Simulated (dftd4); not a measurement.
C6H9O (SMILES O=C1CC[CH]CC1), doublet, at a GFN2-xTB geometry; dftd4 with D4 for b3lyp.

Here is a job for dftd4.
```
$ dftd4 mol.xyz --func b3lyp --charge 0 --json dftd4.json --noedisp --property

# file mol.xyz
16

O     -2.30991040     0.16261397     0.32350552
C     -1.11853851     0.07874331     0.15665256
C     -0.19376152     1.26653046     0.28011446
C      1.06928310     1.12646069    -0.57215067
C      1.78605069    -0.12573509    -0.25013838
C      1.01961696    -1.27351588     0.27959790
C     -0.43509445    -1.22226002    -0.19204248
H     -0.74557191     2.17538625     0.03401302
H      0.08950526     1.33091202     1.33516272
H      1.72187303     1.99176583    -0.42130000
H      0.77448763     1.14772450    -1.63394651
H      2.84732669    -0.20044721    -0.39877126
H      1.48075649    -2.21722578    -0.02723183
H      1.02631754    -1.27449828     1.38174174
H     -1.01805368    -2.05122986     0.21298471
H     -0.46269552    -1.30464002    -1.28289701
```

It wrote (shortened):

```
                    ____  _____ _____     ____  _  _
      -------------|  _ \|  ___|_   _|---|  _ \| || |------------
     |             | | | | |_    | | ___ | | | | || |_           |
     |             | |_| |  _|   | ||___|| |_| |__   _|          |
     |             |____/|_|     |_|     |____/   |_|            |
     |             ===================================           |
     |            E. Caldeweyher, S. Ehlert & S. Grimme          |
     |          Mulliken Center for Theoretical Chemistry        |
     |                    University of Bonn                     |
      -----------------------------------------------------------

Rational (Becke-Johnson) damping: b3lyp-D4-ATM
---------------------
  s6         1.0000
  s8         2.0293
  s9         1.0000
  a1         0.4087
  a2         4.5381
 alp        16.0000
--------------------

Atomic data, radii in Ångström:
------------------------------------------------------
   Z          R(cov)      r4/r2   hardness         EN
------------------------------------------------------
   8 O        0.8400     1.3725     0.5869     3.4400
   6 C        1.0000     1.6431     0.4220     2.5500
   1 H        0.4267     1.0622     0.4726     2.2000
------------------------------------------------------

Atomic reference systems (in atomic units):
----------------------------------------------------------------------------
   Z        #      CN     q+Z       C6(AA)   #      CN     q+Z       C6(AA)
----------------------------------------------------------------------------
   8 O      1  0.0000  8.0000      15.5711   2  0.8042  7.6453      20.8489
            3  1.6112  7.4012      24.8631   4  0.9798  8.0000      14.9880
   6 C      1  0.0000  6.0000      49.3833   2  0.9189  5.8288      52.1688
            3  1.9079  5.8579      35.6972   4  2.8312  5.7775      35.8445
            5  3.7487  5.7435      28.6317   6  2.9183  5.8956      32.2504
            7  0.8556  6.2103      25.6194
   1 H      1  0.0000  1.0000       7.6362   2  0.8942  1.0000       3.0374
----------------------------------------------------------------------------

Atomic properties (in atomic units):
----------------------------------------------------------------------------
     #    Z              CN          q      C6(AA)        C8(AA)   alpha(0)
----------------------------------------------------------------------------
     1    8 O        0.8569    -0.4106     21.8219      440.3768     6.2682
     2    6 C        2.8126     0.1238     26.6781      771.5773     8.4355
     3    6 C        3.8073    -0.1182     25.4666      736.5379     7.2717
     4    6 C        3.8037    -0.1439     26.0400      753.1228     7.3536
     5    6 C        2.8934    -0.1568     33.7771      976.8912     9.4986
     6    6 C        3.8037    -0.1439     26.0400      753.1228     7.3536
     7    6 C        3.8073    -0.1182     25.4666      736.5379     7.2717
     8    1 H        0.9244     0.1140      1.6630       20.1028     2.0167
     9    1 H        0.9240     0.1096      1.7004       20.5544     2.0392
    10    1 H        0.9240     0.0977      1.8061       21.8329     2.1017
    11    1 H        0.9229     0.1073      1.7201       20.7935     2.0511
    12    1 H        0.9262     0.1108      1.6895       20.4231     2.0326
    13    1 H        0.9240     0.0977      1.8061       21.8329     2.1017
    14    1 H        0.9229     0.1073      1.7201       20.7935     2.0511
    15    1 H        0.9244     0.1140      1.6630       20.1028     2.0167
    16    1 H        0.9240     0.1096      1.7004       20.5544     2.0392
----------------------------------------------------------------------------

Molecular properties (in atomic units):
----------------------------------------
 molecular C6                2270.5514
 molecular C8               52798.0185
----------------------------------------

Dispersion energy:      -2.2269898575000E-02 Eh

[Info] JSON dump of results written to 'dftd4.json'
```
